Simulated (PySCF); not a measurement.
## Nuclear quadrupole coupling in `CC(=O)O[SiH2]N(C)C`

C4H11NO2Si.
Geometry (PBE0-D3(BJ)/def2-SVP, Å), atoms numbered from 1 in this order:
```xyz
19
C4H11NO2Si angstrom
C      2.085    0.194   -0.358
C      1.051    0.861    0.499
O      1.289    1.640    1.391
O     -0.197    0.508    0.186
Si    -1.470    1.218    1.123
N     -2.977    0.608    0.574
C     -3.643    1.145   -0.587
C     -3.496   -0.662    1.020
H      1.882    0.408   -1.417
H      2.017   -0.897   -0.231
H      3.085    0.545   -0.082
H     -1.278    0.789    2.530
H     -1.437    2.680    0.872
H     -3.244    2.140   -0.838
H     -3.525    0.501   -1.480
H     -4.727    1.258   -0.402
H     -4.576   -0.589    1.248
H     -2.985   -0.990    1.939
H     -3.370   -1.462    0.264
```

Field gradients from the PBE0/pcSseg-1 density (PySCF, non-relativistic), principal values in atomic units, ordered |Vxx| ≤ |Vyy| ≤ |Vzz|:

```
atom      Vxx      Vyy      Vzz
  O3   0.6599   0.9598  -1.6196
  O4  -0.6303  -0.6833   1.3136
  N6   0.3450   0.7478  -1.0928
```

Find the asymmetry η = (Vxx − Vyy)/Vzz and the couplings χ = eQV/h (234.96 MHz × Q in barn × V in au), with Q(17O) = −0.0256 b, Q(14N) = 0.02044 b.

```
atom                               environment  nucleus     η  χzz (MHz)  χxx (MHz)  χyy (MHz)
  O3                           carbonyl oxygen      17O  0.19       9.74      -3.97      -5.77
  O4  oxygen singly bound to a carbonyl carbon      17O  0.04      -7.90       3.79       4.11
  N6                    silicon-bound nitrogen      14N  0.37      -5.25       1.66       3.59
```

The gradient is axial or nearly so (η below 0.05) at O4. The tensor is traceless: Vxx + Vyy + Vzz = 0.

What is Vzz at O3 in SI units (1 au = 9.71736 × 10²¹ V/m²)?

-1.6196 au = -15.739 × 10²¹ V/m².

Were the hydrogens deuterons (Q(2H) = 0.00286 b), χzz would run from 96 kHz (H13 and H12) to 199 kHz (H11).

One conformer (not necessarily the lowest) at the PBE0-D3(BJ)/def2-SVP geometry, without solvent, vibrations or thermal averaging. A larger basis could move these couplings by a tenth or more.
